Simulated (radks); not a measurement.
Results of a calculation; reference values are marked as such.
Spin polarisation of the 5p1 shell in the tin ion Sn+. Start: [Kr] 4d10 5s2 5p(up 0.5, down 0.5); electrons of 5p are moved from spin down to spin up, other shells keep equal spins. Code: a radial shooting solver on a logarithmic mesh with Libxc functionals. Model: scalar-relativistic Kohn-Sham, BLYP, spin-polarised, spherical densities, finite nucleus; Fermi nuclear charge, rms radius of each element as measured or else 0.836 A^(1/3) + 0.57 fm.

moment (Bohr magnetons),E - E(0) (eV),e(5p up) (eV),e(5p down) (eV),5s down minus up (eV)
0,0.000,-10.224,-10.224,0.000
0.25,-0.010,-10.299,-10.145,0.150
0.5,-0.038,-10.368,-10.061,0.299
0.75,-0.086,-10.431,-9.975,0.446
1,-0.152,-10.488,-9.887,0.589

At moment 1 the spin-polarisation energy is -0.152 eV and the 5p exchange splitting 0.602 eV, that is 0.602 eV per Bohr magneton; E = -I m^2/4 would give I = 0.609 eV.
